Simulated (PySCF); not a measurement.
Molfile (atoms numbered from 1):
```
C6H13NSi
     RDKit          3D

 21 21  0  0  0  0  0  0  0  0999 V2000
    3.3065   -0.3472    0.7285 C   0  0  0  0  0  0  0  0  0  0  0  0
    2.0477   -0.7024    0.9858 C   0  0  0  0  0  0  0  0  0  0  0  0
    1.0680   -1.2006   -0.0384 C   0  0  0  0  0  0  0  0  0  0  0  0
   -0.1417   -0.4198   -0.0819 N   0  0  0  0  0  0  0  0  0  0  0  0
   -0.0470    0.9435   -0.5733 C   0  0  0  0  0  0  0  0  0  0  0  0
   -1.3711    1.6387   -0.2599 C   0  0  0  0  0  0  0  0  0  0  0  0
   -2.5218    0.6552   -0.5228 C   0  0  0  0  0  0  0  0  0  0  0  0
   -1.7845   -0.9730    0.0788 Si  0  0  0  0  0  4  0  0  0  0  0  0
    3.9779    0.0045    1.5165 H   0  0  0  0  0  0  0  0  0  0  0  0
    3.7156   -0.4017   -0.2863 H   0  0  0  0  0  0  0  0  0  0  0  0
    1.6551   -0.6238    2.0076 H   0  0  0  0  0  0  0  0  0  0  0  0
    0.8025   -2.2452    0.2044 H   0  0  0  0  0  0  0  0  0  0  0  0
    1.5639   -1.2340   -1.0306 H   0  0  0  0  0  0  0  0  0  0  0  0
    0.1528    0.9636   -1.6674 H   0  0  0  0  0  0  0  0  0  0  0  0
    0.7951    1.4734   -0.0935 H   0  0  0  0  0  0  0  0  0  0  0  0
   -1.4753    2.5696   -0.8404 H   0  0  0  0  0  0  0  0  0  0  0  0
   -1.3736    1.9241    0.8059 H   0  0  0  0  0  0  0  0  0  0  0  0
   -2.7197    0.5660   -1.6050 H   0  0  0  0  0  0  0  0  0  0  0  0
   -3.4624    0.9613   -0.0421 H   0  0  0  0  0  0  0  0  0  0  0  0
   -2.1588   -1.3604    1.4796 H   0  0  0  0  0  0  0  0  0  0  0  0
   -2.1067   -2.1584   -0.7839 H   0  0  0  0  0  0  0  0  0  0  0  0
  1  2  2  0
  2  3  1  0
  3  4  1  0
  4  5  1  0
  5  6  1  0
  6  7  1  0
  7  8  1  0
  8  4  1  0
  1  9  1  0
  1 10  1  0
  2 11  1  0
  3 12  1  0
  3 13  1  0
  5 14  1  0
  5 15  1  0
  6 16  1  0
  6 17  1  0
  7 18  1  0
  7 19  1  0
  8 20  1  0
  8 21  1  0
M  END
```

Geometry: PBE0-D3(BJ)/def2-SVP; GIAO shifts from PySCF 2.14.0 with density-fitted response routines, gas phase, non-relativistic, averaged over equivalent atoms.

At PBE0/pcSseg-1 (208 basis functions, 22 s wall time on 1 thread of an AMD EPYC 9R45 96-Core, shared host):
```csv
atoms,δ (ppm)
C2,149.0
C1,123.9
C3,53.9
C5,50.3
C6,29.0
C7,10.5
N4,35.9
Si8,-19.5
H11,5.96
H10,5.41
H9,5.33
H20/H21,4.88
H12/H13,3.37
H14/H15,2.64
H16/H17,1.85
H18/H19,0.95
```

Chemical shifts δ = σref − σ; ¹³C (σref 184.41), ²⁹Si (σref 351.99), ¹H (σref 31.27) against TMS; NH3 for ¹⁵N (σref 265.67), all at this level.

Predict the values at B97-2/pcSseg-1 on the same geometry.

Results:


```csv
atoms,δ at B97-2/pcSseg-1,change
C2,145.5,-3.5
C1,120.6,-3.3
C3,53.3,-0.6
C5,50.1,-0.2
C6,29.3,+0.3
C7,10.7,+0.2
N4,34.8,-1.1
Si8,-20.5,-1.0
H11,5.90,-0.06
H10,5.33,-0.08
H9,5.26,-0.07
H20/H21,4.78,-0.10
H12/H13,3.35,-0.02
H14/H15,2.65,+0.01
H16/H17,1.84,-0.01
H18/H19,0.93,-0.02
```

Scale: TMS for ¹³C (183.69 ppm) and ²⁹Si (357.41 ppm) and ¹H (31.38 ppm); ¹⁵N (262.91 ppm) vs NH3 (reference shieldings calculated alike).

The largest change is at C2 (alkene CH). Cost: 208 basis functions, 20 s wall time on 1 thread of an AMD EPYC 9R45 96-Core, shared host. The order of the carbon signals is the same at both levels.

Experimental scales use liquid or dissolved standards, which lie at an offset from isolated NH3 (liquid NH3: subtract about 20 ppm).
